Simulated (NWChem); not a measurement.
System: GaI$_{2}$, doublet; SMILES [I][Ga][I]

NWChem input:

```
start job
memory heap 200 mb stack 900 mb global 1100 mb
geometry units angstroms
  Ga     0.802505     0.468544     0.478895
  I     -0.410406     1.629229    -1.533259
  I     -0.030501    -1.886659     1.270153
end
basis spherical
  * library def2-svp
end
ecp
  I library def2-ecp
end
dft
  odft
  mult 2
  xc pbe0
  iterations 150
end
driver
  maxiter 120
end
task dft optimize
dft
  grid fine
  convergence energy 1d-8 density 1d-7
end
task dft freq numerical
```

Parts of the log:

```
             Northwest Computational Chemistry Package (NWChem) 7.3.0
             --------------------------------------------------------

 C2V symmetry detected

                             Geometry "geometry" -> ""
                             -------------------------

 Output coordinates in angstroms (scale by  1.889725989 to convert to a.u.)

  No.       Tag          Charge          X              Y              Z
 ---- ---------------- ---------- -------------- -------------- --------------
    1 Ga                  31.0000     0.00000000     0.00000000     1.03105883
    2 I                   53.0000    -2.25637514     0.00000000    -0.30153607
    3 I                   53.0000     2.25637514     0.00000000    -0.30153607

 Effective nuclear repulsion energy (a.u.)     992.9567121045

      Symmetry information
      --------------------

 Group name             C2v
 Group number             16
 Group order               4
 No. of unique centers     2

                                Z-matrix (autoz)
                                --------

 Units are Angstrom for bonds and degrees for angles

      Type          Name      I     J     K     L     M      Value
      ----------- --------  ----- ----- ----- ----- ----- ----------
    1 Stretch                  1     2                       2.62050
    2 Stretch                  1     3                       2.62050
    3 Bend                     2     1     3               118.86857

                           NWChem Geometry Optimization
                           ----------------------------

 maximum gradient threshold         (gmax) =   0.000450
 rms gradient threshold             (grms) =   0.000300
 maximum cartesian step threshold   (xmax) =   0.001800
 rms cartesian step threshold       (xrms) =   0.001200
 fixed trust radius                (trust) =   0.300000
 source of zmatrix                         =   autoz

          -------------------
          Energy Minimization
          -------------------

 Using diagonal initial Hessian
 Scaling for Hessian diagonals: bonds = 1.00  angles = 0.25  torsions = 0.10

          --------
          Step   0

                                 NWChem DFT Module
                                 -----------------

[...]

      ----------------------
      Optimization converged
      ----------------------

  Step       Energy      Delta E   Gmax     Grms     Xrms     Xmax
  ---- ---------------- -------- -------- -------- -------- --------
@    5   -2519.86875140 -1.2D-07  0.00001  0.00000  0.00049  0.00081
                                     ok       ok       ok       ok

                                Z-matrix (autoz)
                                --------

 Units are Angstrom for bonds and degrees for angles

      Type          Name      I     J     K     L     M      Value     Gradient
      ----------- --------  ----- ----- ----- ----- ----- ---------- ----------
    1 Stretch                  1     2                       2.53506    0.00000
    2 Stretch                  1     3                       2.53506    0.00000
    3 Bend                     2     1     3               121.76744    0.00001

                         Geometry "geometry" -> "geometry"
                         ---------------------------------

 Output coordinates in angstroms (scale by  1.889725989 to convert to a.u.)

  No.       Tag          Charge          X              Y              Z
 ---- ---------------- ---------- -------------- -------------- --------------
    1 Ga                  31.0000     0.00000000     0.00000000     0.96500763
    2 I                   53.0000    -2.21471366     0.00000000    -0.26851047
    3 I                   53.0000     2.21471366     0.00000000    -0.26851047

 Effective nuclear repulsion energy (a.u.)    1021.5185336660

      Symmetry information
      --------------------

 Group name             C2v
 Group number             16
 Group order               4
 No. of unique centers     2

[...]

 Rotational Constants
 --------------------
 A=   0.204395 cm-1  (  0.294072 K)
 B=   0.013542 cm-1  (  0.019483 K)
 C=   0.012700 cm-1  (  0.018272 K)

 Temperature                      =   298.15K
 frequency scaling parameter      =   1.0000

 Zero-Point correction to Energy  =    0.729 kcal/mol  (  0.001161 au)
 Thermal correction to Energy     =    3.675 kcal/mol  (  0.005857 au)
 Thermal correction to Enthalpy   =    4.268 kcal/mol  (  0.006801 au)

 Total Entropy                    =   80.450 cal/mol-K
   - Translational                =   43.191 cal/mol-K (mol. weight = 322.7265)
   - Rotational                   =   28.817 cal/mol-K (symmetry #  =        2)
   - Vibrational                  =    8.441 cal/mol-K

 Cv (constant volume heat capacity) =   11.525 cal/mol-K
   - Translational                  =    2.979 cal/mol-K
   - Rotational                     =    2.979 cal/mol-K
   - Vibrational                    =    5.566 cal/mol-K

[normal modes left out]

 ----------------------------------------------------------------------------
 Normal Eigenvalue ||           Projected Infra Red Intensities
  Mode   [cm**-1]  || [atomic units] [(debye/angs)**2] [(KM/mol)] [arbitrary]
 ------ ---------- || -------------- ----------------- ---------- -----------
    1       -0.000 ||    0.000025           0.001         0.025       0.033
    2       -0.000 ||    0.000021           0.000         0.021       0.028
    3        0.000 ||    0.000599           0.014         0.584       0.775
    4        0.000 ||    0.000081           0.002         0.079       0.105
    5        0.000 ||    0.000081           0.002         0.079       0.105
    6        0.000 ||    0.000000           0.000         0.000       0.000
    7       56.170 ||    0.000337           0.008         0.329       0.437
    8      192.219 ||    0.007682           0.177         7.488       9.938
    9      261.548 ||    0.060738           1.401        59.210      78.580
 ----------------------------------------------------------------------------
```

Level: PBE0/def2-SVP with def2 effective core potentials on I, spin-unrestricted. In the optimisation the excess spin sits in a1 (C2v, its own frame). The spin multiplicity was typed, not searched, and may not be the lowest. def2 effective core potentials on I; no spin-orbit coupling.
